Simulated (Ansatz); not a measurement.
Mulliken charges of `NC(O)=[Se]` from B3LYP/def2-TZVPP in Ansatz (PBE0-D4/def2-TZVP geometry).

```json
{"atom": "N1", "x (Å)": "-0.458", "y (Å)": "0.931", "z (Å)": "0.059", "charge (e)": "-0.229"}
{"atom": "C2", "x (Å)": "0.057", "y (Å)": "-0.273", "z (Å)": "-0.167", "charge (e)": "0.233"}
{"atom": "O3", "x (Å)": "0.846", "y (Å)": "-0.667", "z (Å)": "0.830", "charge (e)": "-0.254"}
{"atom": "Se4", "x (Å)": "-0.248", "y (Å)": "-1.283", "z (Å)": "-1.632", "charge (e)": "-0.349"}
{"atom": "H5", "x (Å)": "-1.070", "y (Å)": "1.334", "z (Å)": "-0.625", "charge (e)": "0.197"}
{"atom": "H6", "x (Å)": "-0.239", "y (Å)": "1.433", "z (Å)": "0.904", "charge (e)": "0.179"}
{"atom": "H7", "x (Å)": "1.174", "y (Å)": "-1.543", "z (Å)": "0.585", "charge (e)": "0.223"}
```

**Question.** By hand: the dipole of these point charges (1 e Å = 4.8032 D).

**Answer.** Σ q r = (-0.002, 0.516, 0.475) e Å, of length 0.701 e Å = 3.37 D.

**Question.** How does the dipole of the full density compare? (Estimate.)

**Answer.** The calculation gave: (0.012, 0.543, 0.526) e Å, 3.63 D; the point charges give 0.93 times that, at 2° from its direction.

Point charges leave out the atoms' own dipoles, such as those of lone pairs, and Mulliken's split depends on the basis, so the close match here is no proof of good charges.

B3LYP here is the variant with VWN-RPA as its local correlation; programs differ in this.
